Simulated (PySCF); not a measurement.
Run record: Cs9Pb6Cl21

The script drives PySCF SCF with an in-house response code with single-precision fitted integrals, so total energies wander by about 1e-6 Eh between cycles (the fitting error itself is about 1e-3 Eh and cancels in differences); atoms count from 0. Kgrid is the grid level of the response kernel; vcut the energy (Eh) above which virtual orbitals leave the response; delta the states run by ΔSCF (the anion only where the lumo is low enough to bind); pop asks for populations, which are stored and not printed; grid is the SCF grid level (2 if not given).

Spin-orbit coupling is left out, which matters for the heavier atoms here. The basis has no diffuse functions, so the polarisability comes out too low.

Job and coordinates (Å):

```
{"job": {"kind": "uv", "basis": "def2-SVP", "grid": 1, "kgrid": 0, "vcut": 1.5, "nstates": 6, "ntriplets": 2, "tda": true, "delta": [], "pop": true, "xc": "PBE0"}, "charge": 0, "multiplicity": 1}
Pb    -4.900000    -2.800000    -0.077800
Pb    -4.900000     2.800000    -0.077800
Pb     0.700000    -2.800000    -0.077800
Pb     0.700000     2.800000    -0.077800
Pb     6.300000    -2.800000    -0.077800
Pb     6.300000     2.800000    -0.077800
Cl    -2.100000    -2.800000    -0.077800
Cl    -7.700000    -2.800000    -0.077800
Cl    -4.900000     0.000000    -0.077800
Cl    -4.900000    -5.600000    -0.077800
Cl    -4.900000    -2.800000     2.722200
Cl    -2.100000     2.800000    -0.077800
Cl    -7.700000     2.800000    -0.077800
Cl    -4.900000     2.800000     2.722200
Cl    -4.900000     2.800000    -2.877800
Cl     3.500000    -2.800000    -0.077800
Cl     0.700000     0.000000    -0.077800
Cl     0.700000    -2.800000     2.722200
Cl     0.700000    -2.800000    -2.877800
Cl     3.500000     2.800000    -0.077800
Cl     0.700000     2.800000     2.722200
Cl     0.700000     2.800000    -2.877800
Cl     6.300000     0.000000    -0.077800
Cl     6.300000    -2.800000     2.722200
Cl     6.300000    -2.800000    -2.877800
Cl     6.300000     5.600000    -0.077800
Cl     6.300000     2.800000    -2.877800
Cs    -2.100000     0.000000    -2.877800
Cs     3.500000     0.000000    -2.877800
Cs    -2.100000     0.000000     2.722200
Cs     3.500000     0.000000     2.722200
Cs     3.500000     5.600000    -2.877800
Cs    -7.700000     0.000000     2.722200
Cs     3.500000    -5.600000    -2.877800
Cs    -2.100000     5.600000     2.722200
Cs    -2.100000    -5.600000     2.722200
```

Command:

```bash
OMP_NUM_THREADS=8 python large_run.py task.json out
```

Q: What does the program print?

A: 
```
start: PBE on a coarse grid of 243594 points
cycle   1  E = -10932.5718307417  dE = -1.139e+02  |g| = 9.909e+00  |ddm| = 3.845e+01
cycle   2  E = -9362.5423714518  dE =  1.570e+03  |g| = 2.946e+01  |ddm| = 1.789e+03
cycle   3  E = -10533.1681889861  dE = -1.171e+03  |g| = 1.722e+01  |ddm| = 1.772e+03
cycle   4  E = -9300.2253853684  dE =  1.233e+03  |g| = 4.409e+01  |ddm| = 4.055e+02
cycle   5  E = -10222.3245479742  dE = -9.221e+02  |g| = 2.486e+01  |ddm| = 9.127e+01
cycle   6  E = -10969.7370102611  dE = -7.474e+02  |g| = 5.713e+00  |ddm| = 1.239e+02
cycle   7  E = -10502.6759820415  dE =  4.671e+02  |g| = 2.726e+01  |ddm| = 9.453e+01
cycle   8  E = -10848.0075256589  dE = -3.453e+02  |g| = 1.677e+01  |ddm| = 6.733e+01
cycle   9  E = -10961.0420258106  dE = -1.130e+02  |g| = 7.550e+00  |ddm| = 2.805e+01
cycle  10  E = -10889.0944968605  dE =  7.195e+01  |g| = 1.027e+01  |ddm| = 4.280e+01
...
cycle  21  E = -10998.1136324999  dE = -4.862e-03  |g| = 5.805e-02  |ddm| = 4.694e-01
cycle  22  E = -10998.1146202404  dE = -9.877e-04  |g| = 2.769e-02  |ddm| = 2.077e-01
cycle  23  E = -10998.1148782882  dE = -2.580e-04  |g| = 8.406e-03  |ddm| = 8.424e-02
final grid: 243594 points
cycle  24  E = -10998.6649695772  dE = -2.457e-02  |g| = 8.453e-02  |ddm| = 1.226e+00
cycle  25  E = -10998.6641815080  dE =  7.881e-04  |g| = 9.606e-02  |ddm| = 3.738e-01
cycle  26  E = -10998.6671894520  dE = -3.008e-03  |g| = 8.836e-03  |ddm| = 2.182e-01
cycle  27  E = -10998.6672157520  dE = -2.630e-05  |g| = 4.202e-03  |ddm| = 2.468e-02
cycle  28  E = -10998.6672176476  dE = -1.896e-06  |g| = 6.479e-04  |ddm| = 9.009e-03
cycle  29  E = -10998.6672170669  dE =  5.806e-07  |g| = 2.346e-04  |ddm| = 2.017e-03
cycle  30  E = -10998.6672204075  dE = -3.341e-06  |g| = 5.363e-05  |ddm| = 6.138e-04
converged SCF energy = -10998.6672204075

Static polarisability (au): isotropic 867.471, principal 720.218 844.829 1037.367

Singlet excitations
state   eV       nm        f      main configurations
  1   1.8004    688.6   0.00351   H->L 0.99
  2   2.0748    597.6   0.00188   H-1->L 0.96
  3   2.2488    551.3   0.00002   H-2->L 0.89
  4   2.3027    538.4   0.00028   H-3->L 0.89, H-2->L 0.08
  5   2.4153    513.3   0.01028   H->L+1 0.98
  6   2.4744    501.1   0.00018   H-5->L 0.81, H-4->L 0.08

Triplet excitations (Tamm-Dancoff, eV): 1.7759 2.0513
```

Q: Roughly how long does this take on 8 threads of Intel Xeon Platinum 8259CL @ 2.50GHz (shared host), and how large is the basis?

A: About 5.4 min of wall time, peak memory 6.7 GiB; 750 basis functions and 5364 fitting functions.
